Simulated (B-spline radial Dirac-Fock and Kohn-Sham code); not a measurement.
**Relativistic shifts of the levels of Ta**

System: neutral tantalum in the configuration [Xe] 4f14 5d3 6s2.

Both columns are ΔSCF binding energies of the configuration average from a radial B-spline solver: non-relativistic Hartree-Fock with a point nucleus, and Dirac-Fock with a finite nucleus and the Coulomb interaction alone, averaged over the two j levels with weights 2j+1.

```csv
shell,Hartree-Fock (eV),Dirac-Fock (eV),shift (eV),shift (%)
1s,62420.3,67750.5,+5330.26,+8.54
2s,10325.5,11735.5,+1409.97,+13.66
2p,9869.6,10336.7,+467.14,+4.73
3s,2382.8,2729.6,+346.79,+14.55
3p,2172.1,2301.6,+129.44,+5.96
3d,1783.5,1767.3,-16.27,-0.91
4s,496.3,580.4,+84.07,+16.94
4p,407.9,437.1,+29.24,+7.17
4d,247.7,243.1,-4.58,-1.85
4f,39.06,30.06,-8.99,-23.03
5s,70.96,83.26,+12.30,+17.33
5p,43.23,45.54,+2.31,+5.35
5d,8.06,6.48,-1.58,-19.62
6s,5.73,6.58,+0.85,+14.78
```

Relativity binds 1s, 2s, 2p, 3s, 3p, 4s, 4p, 5s, 5p, 6s more strongly, among those listed most of all 5s in relative terms, and 3d, 4d, 4f, 5d more weakly, because the contracted s and p shells screen the nucleus better.

Values without a named source are computed, but for edge energies of neutral atoms, which are taken from tables.
